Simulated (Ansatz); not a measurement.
Mulliken charges of C$_{2}$H$_{4}$AlNS (`[NH2][Al]1[CH]=[C]1S`) from ωB97M-V/def2-TZVPP in Ansatz (PBE0-D4/def2-TZVP geometry).

| atom | x (Å) | y (Å) | z (Å) | charge (e) |
| --- | --- | --- | --- | --- |
| N1 | 0.704 | 0.685 | -2.140 | -0.355 |
| Al2 | 0.325 | -0.098 | -0.616 | 0.462 |
| C3 | 0.239 | -1.379 | 0.699 | -0.297 |
| C4 | -0.399 | -0.226 | 1.095 | -0.154 |
| S5 | -1.199 | 0.067 | 2.602 | -0.090 |
| H6 | 0.440 | 1.625 | -2.383 | 0.112 |
| H7 | 1.216 | 0.255 | -2.892 | 0.114 |
| H8 | 0.352 | -2.303 | 1.263 | 0.101 |
| H9 | -1.590 | 1.327 | 2.356 | 0.107 |

Problem. By hand: the dipole of these point charges (1 e Å = 4.8032 D).

Solution. Σ q r = (0.052, 0.270, -0.352) e Å, of length 0.447 e Å = 2.15 D.

Problem. How does the dipole of the full density compare? (Estimate.)

Solution. The calculation gave: (0.152, 0.334, -0.629) e Å, 3.50 D; the point charges give 0.61 times that, at 11° from its direction.

Point charges leave out the atoms' own dipoles, such as those of lone pairs, and Mulliken's split depends on the basis, so the two needn't agree.
